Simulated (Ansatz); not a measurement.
`O[Si]Br` and `F[Si]Br` differ in one atom or group.

Ansatz, PBE0-D4/def2-TZVP geometries, multiplicity 1. Each molecule was computed in one conformer, which needn't be the lowest.

Outer-core shells of Br are correlated without core-valence functions. Scalar relativity is left out up to krypton. Spin–orbit coupling is left out.

```
                                            property  `O[Si]Br`
vertical ionisation energy (CCSD(T)/def2-TZVPP) / eV       9.81
                 HOMO energy (B3LYP/def2-TZVPP) / eV      -7.35
               LUMO energy (ωB97M-V/def2-TZVPP) / eV      -0.16
                  LUMO energy (PBE0/def2-TZVPP) / eV      -2.17
                   HOMO energy (PBE/def2-TZVPP) / eV      -6.46
             HOMO–LUMO gap (ωB97M-V/def2-TZVPP) / eV       9.44
```

Problem. Give the same properties after the change, and the shifts. (Estimate.)

Solution. Ansatz gave: 
```tsv
property	`F[Si]Br`	shift
vertical ionisation energy (CCSD(T)/def2-TZVPP) / eV	10.16	0.35
HOMO energy (B3LYP/def2-TZVPP) / eV	-7.64	-0.29
LUMO energy (ωB97M-V/def2-TZVPP) / eV	-0.63	-0.47
LUMO energy (PBE0/def2-TZVPP) / eV	-2.66	-0.49
HOMO energy (PBE/def2-TZVPP) / eV	-6.72	-0.26
HOMO–LUMO gap (ωB97M-V/def2-TZVPP) / eV	9.26	-0.18
```

With PBE0 the HOMO falls by 0.30 eV and the LUMO falls by 0.49 eV, so the gap narrows by about 0.19 eV. PBE moves the HOMO by -0.26 eV and ωB97M-V by -0.29 eV. The zero-point energy changes by -30.7 kJ/mol with -3 modes.

B3LYP here is the variant with VWN-RPA as its local correlation; programs differ in this.
